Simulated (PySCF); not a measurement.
**MoBr2, quintet: computed properties**

All numbers come from PySCF, UPBE0, basis Mo def2-SVP with ECP28, Br def2-SVP (scalar-relativistic core potentials, no spin–orbit coupling, density fitting).

The structure is a minimum.

Coordinates in bohr (charge 0 multiplicity 5):
```
Mo   -0.8128    0.8128    0.0000
Br    0.5042   -0.5042    4.1761
Br    0.5042   -0.5042   -4.1761
```

* Point group: C2v
* Bond lengths: Mo–Br 2.420 Å (×2)
* Bond angles: Br–Mo–Br 131.9°
* Heat capacity Cp at 298.15 K: 55.8 J/(mol K)
* Rotational symmetry number: 2
* Highest occupied level (α): -6.64 eV
* Principal polarisabilities: 53.4, 65.1, 104.0 bohr³
* Zero-point energy: 3.6 kJ/mol
* Lowest empty level (α): -3.79 eV
* Rotational constants: 0.2872, 0.02187, 0.02032 cm⁻¹
* Principal quadrupole moments (Buckingham, traceless) about the centre of mass: -7.57, 1.63, 5.94 D Å
* Enthalpy at 298.15 K above 0 K: 14.49 kJ/mol
* Atomisation energy without zero-point energy: 650 kJ/mol
* Spin squared ⟨S²⟩: 6.032
* Dipole moment: 2.39 D
* Entropy at 298.15 K and 1 bar (electronic part: spin only): 340.8 J/(mol K)

Harmonic modes (masses in u: Mo 97.905, Br 78.918):
```csv
symmetry,ω (cm⁻¹),IR (km/mol),μ (u),type
a1,44,2.7,85.29,bend
a1,245,9.7,82.64,stretch
b2,314,61.6,88.79,stretch
```

In C2v the vibrations span 2a1 + b2. Here b1 is antisymmetric to the molecular plane and b2 lies in it.

Charges (e):
```
 atom  Mulliken  Löwdin  polar tensor  spin (Mulliken)  Mayer order to Mo1
  Mo1      0.47   -0.26          1.07             4.07                   –
Br2,3     -0.24    0.13         -0.54            -0.03                1.25
```

Mulliken populations on Mo1 (electrons outside its core potential): s 2.56, p 6.35, d 4.61, f 0.01.

Outer orbital energies (eV). α occupied: -9.71, -9.29, -9.07, -8.76, -7.59, -7.58, -7.05, -6.64; empty: -3.79, -1.72, -0.49, 0.75. β occupied: -21.31, -21.12, -10.37, -9.70, -8.90, -8.80, -8.70, -8.61; empty: -2.55, -2.35, -1.88, -1.87.

Formally Mo is in oxidation state +2, d4, with 4 unpaired electrons (the high-spin count). The Mulliken spin on Mo is 4.07. The polar-tensor charge on Mo, 1.07, is far below the formal one.

Other isomers or separated fragments may lie lower. With open d or f shells other occupations or spin states may lie lower.

The final relaxation and frequency run took roughly 110 core-seconds on a shared host.
